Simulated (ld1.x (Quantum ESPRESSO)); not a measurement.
# Reading a pseudo-wave (Ga (Z = 31))

Columns: radius, all-electron u(r) and pseudo u(r) of the 4s shell (level -16.43 eV) of gallium in the configuration [Ar] 3d10 4s2 4p0; PW91, scalar-relativistic, RRKJ scheme, ld1.x (Quantum ESPRESSO) 7.5.

```tsv
r (bohr)	all-electron	pseudo
0.113	-0.1714	-0.0096
0.225	-0.0879	-0.0229
0.338	0.1900	-0.0434
0.450	0.3272	-0.0736
0.563	0.3049	-0.1155
0.675	0.1857	-0.1691
0.788	0.0247	-0.2343
0.900	-0.1399	-0.3078
1.013	-0.2922	-0.3875
1.125	-0.4212	-0.4675
1.238	-0.5268	-0.5444
1.350	-0.6078	-0.6122
1.463	-0.6676	-0.6679
1.575	-0.7079	-0.7079
1.688	-0.7320	-0.7320
1.800	-0.7425	-0.7425
1.913	-0.7416	-0.7416
2.025	-0.7317	-0.7317
2.138	-0.7144	-0.7144
2.250	-0.6916	-0.6916
2.363	-0.6644	-0.6644
2.475	-0.6344	-0.6344
2.588	-0.6021	-0.6021
2.700	-0.5689	-0.5689
2.813	-0.5349	-0.5349
2.925	-0.5012	-0.5012
```

Question: How many radial nodes do the two functions have?

Answer: The all-electron 4s function has n − l − 1 = 3 (the table is too coarse to show those close to the nucleus); the pseudo-wave has 0, since the states of the same l below it are removed with the core.

Question: At about which radius was the pseudo-wave matched?

Answer: 1.55 bohr, where the columns begin to agree (steps of 0.11 bohr).

Question: Is the pseudo-wave norm-conserving?

Answer: Yes: the RRKJ scheme keeps the norm inside the radius equal to the all-electron one, which fixes the energy derivative of the logarithmic derivative at the level.
